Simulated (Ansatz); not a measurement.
Geometry optimisation, RKS B3LYP/def2-SVP in Ansatz.

Input:

```yaml
crystal:
  periodic: [false, false, false]
  atoms:
    - { symbol: Ga, position_ang: [-1.215948, 0.664373, 0.438182] }
    - { symbol: C, position_ang: [0.287647, 0.885213, -0.837694] }
    - { symbol: H, position_ang: [-2.471787, -0.200772, 0.032091] }
    - { symbol: H, position_ang: [-1.215942, 1.455203, 1.802772] }
    - { symbol: H, position_ang: [1.257222, -0.98298, 0.263431] }
    - { symbol: S, position_ang: [1.10878, -1.914632, 1.238483] }
    - { symbol: H, position_ang: [0.098882, 1.788773, -1.446846] }
    - { symbol: H, position_ang: [1.254006, 1.052768, -0.335087] }
    - { symbol: H, position_ang: [0.376161, 0.044626, -1.54313] }
    - { symbol: H, position_ang: [0.520879, -2.792473, 0.387899] }
basis:
  gaussian: { orbitals: def2-SVP }
hamiltonian:
  xc: b3lyp
relax:
  f_tol: 0.03
  max_steps: 50
```

Command:

```bash
$ ansatz run input.yaml --threads 2 --pin off --max-ram 3072MiB --backend cpu --events-out ev --progress --plain --runs-dir out
```

Question: Where does it end, and by what steps?

Answer: The forces met the threshold. The force dipped under the threshold on the way, but the program's further checks kept it going. After 17 steps the energy has fallen by 0.290 eV; H5 moved furthest, 1.05 Å.

| step | energy less start (eV) | largest force component (eV/Å) | accepted |
| --- | --- | --- | --- |
| 0 | 0.0000 | 0.246 | yes |
| 1 | -0.0592 | 0.732 | yes |
| 2 | -0.1082 | 1.141 | yes |
| 3 | -0.2071 | 0.886 | yes |
| 4 | -0.2439 | 0.360 | yes |
| 5 | -0.2527 | 0.317 | yes |
| 6 | -0.2725 | 0.233 | yes |
| 7 | -0.2779 | 0.113 | yes |
| 8 | -0.2809 | 0.019 | yes |
| 9 | -0.2819 | 0.200 | yes |
| 10 | -0.2834 | 0.077 | yes |
| 11 | -0.2857 | 0.013 | yes |
| 12 | -0.2746 | 0.553 | no |
| 13 | -0.2871 | 0.121 | yes |
| 14 | -0.2875 | 0.165 | yes |
| 15 | -0.2884 | 0.142 | yes |
| 16 | -0.2898 | 0.007 | yes |
| 17 | -0.2902 | 0.015 | yes |

```xyz
10
Properties=species:S:1:pos:R:3
Ga -0.958 0.430 0.473
C 0.231 0.999 -1.026
H -2.285 -0.371 0.147
H -0.829 1.147 1.877
H 1.649 -1.341 1.165
S 0.388 -1.821 1.279
H -0.184 1.914 -1.482
H 1.250 1.240 -0.683
H 0.295 0.239 -1.822
H 0.443 -2.436 0.074
```

Time of the run: 43 s on 2 threads of AMD EPYC 7R32 (Zen 2), with other jobs on the host, peak memory 0.23 GiB.
